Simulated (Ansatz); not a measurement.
C3H9AlO can be A, `[CH3][Al]([CH3])[CH2]O`, or B, `CC[CH](O)[AlH2]`.

Calculated with Ansatz (gas phase, PBE0-D4/def2-TZVP geometries, no zero-point term in ΔE). CCSD(T)/CBS adds triple-zeta CCSD(T) − MP2 to the extrapolated MP2 energy (def2 sets, frozen cores). DFT in def2-TZVPP. B3LYP here is the variant with VWN-RPA as its local correlation; programs differ in this. One conformer a species, not always the lowest.

Q: Which is lower in electronic energy at CCSD(T)/CBS, and by how much? (Best estimate.)

A: Ansatz gave: A, by 19.4 kcal/mol.

Q: Give E(B) − E(A) in kcal/mol with MP2/def2-TZVPP, B3LYP, HF/def2-TZVPP, CCSD(T)/def2-TZVPP, B2PLYP, r2SCAN-D4, PBE-D4. (An estimate is asked.)

A: The calculation gave: MP2/def2-TZVPP 19.3, B3LYP 21.0, HF/def2-TZVPP 16.3, CCSD(T)/def2-TZVPP 18.6, B2PLYP 20.2, r2SCAN-D4 21.6, PBE-D4 20.6. None reverses the order clearly.

Largest T1 diagnostic: 0.010.

The D4 term adds −1.1 kcal/mol with B3LYP and −0.5 kcal/mol with PBE0; it sums over pairs of atoms, weighted by their polarisabilities, and B3LYP, whose exchange is more repulsive, gets the larger term. In def2-TZVPP, CCSD(T) changes the Hartree–Fock value by +2.3 kcal/mol (the triples alone add +0.2 kcal/mol) and MP2 by +3.0 kcal/mol.
